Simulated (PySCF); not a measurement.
Titanium: a sound run and one with changed settings

Sound run: Ti⁺ [Ar] 3d2 4s1, Ti²⁺ [Ar] 3d2. Calculation: PySCF 2.14, in def2-SVP (5s3p2d1f, 31 functions); no relativity, point nucleus. The sound run starts from symmetry-adapted Hartree-Fock orbitals and uses a fine grid where one is needed.

Changed run: 14 angular points. This setting is unsound on purpose.

```
species  method  sound run (hartree)  changed run (hartree)  converged
    Ti⁺     UHF           -848.08412             -848.08412        yes
    Ti⁺     LDA           -846.90989             -846.90531        yes
    Ti⁺   M06-L           -848.92772             -848.91080         no
   Ti²⁺     UHF           -847.61384             -847.61384        yes
   Ti²⁺     LDA           -846.39836             -846.39302        yes
   Ti²⁺   M06-L           -848.46105             -848.44061        yes
```

Ionisation energy of Ti⁺:

| method | sound run (eV) | changed run (eV) |
| --- | --- | --- |
| UHF | 12.797 | 12.797 |
| LDA | 13.919 | 13.940 |

A coarse angular grid integrates products of high-l functions wrongly, so density functionals can shift, and the SCF can exploit the error; Hartree-Fock and MP2 need no grid.

For comparison, NIST gives 13.575 eV between the lowest levels.
